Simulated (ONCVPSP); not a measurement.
# Reading a pseudo-wave (oxygen (O))

Columns: radius, all-electron u(r) and pseudo u(r) of the 2p shell (level -9.20 eV) of oxygen in the configuration [He] 2s2 2p4; LDA (Perdew-Zunger), scalar-relativistic, ONCV scheme, ONCVPSP 4.0.1.

```csv
r (bohr),all-electron,pseudo
0.050,0.0314,0.0144
0.100,0.1038,0.0561
0.150,0.1952,0.1215
0.200,0.2922,0.2051
0.250,0.3868,0.3010
0.300,0.4746,0.4026
0.350,0.5532,0.5031
0.400,0.6214,0.5959
0.450,0.6794,0.6766
0.500,0.7271,0.7423
0.550,0.7655,0.7926
0.600,0.7951,0.8283
0.650,0.8169,0.8501
0.700,0.8317,0.8601
0.750,0.8405,0.8607
0.800,0.8440,0.8555
0.850,0.8430,0.8478
0.900,0.8382,0.8394
0.950,0.8302,0.8303
1.000,0.8196,0.8195
1.050,0.8067,0.8067
1.100,0.7921,0.7921
1.150,0.7761,0.7761
1.200,0.7589,0.7589
1.250,0.7409,0.7409
1.300,0.7223,0.7223
```

Question: How many radial nodes do the two functions have?

Answer: The all-electron 2p function has n − l − 1 = 0; the pseudo-wave has 0.

Question: At about which radius was the pseudo-wave matched?

Answer: 1.00 bohr, where the columns begin to agree (steps of 0.05 bohr).

Question: Where does each function peak?

Answer: Outermost all-electron maximum near 0.80 bohr, pseudo maximum near 0.75 bohr (to the table’s step).

Question: Is the pseudo-wave norm-conserving?

Answer: Yes: the ONCV scheme keeps the norm inside the radius equal to the all-electron one, which fixes the energy derivative of the logarithmic derivative at the level.
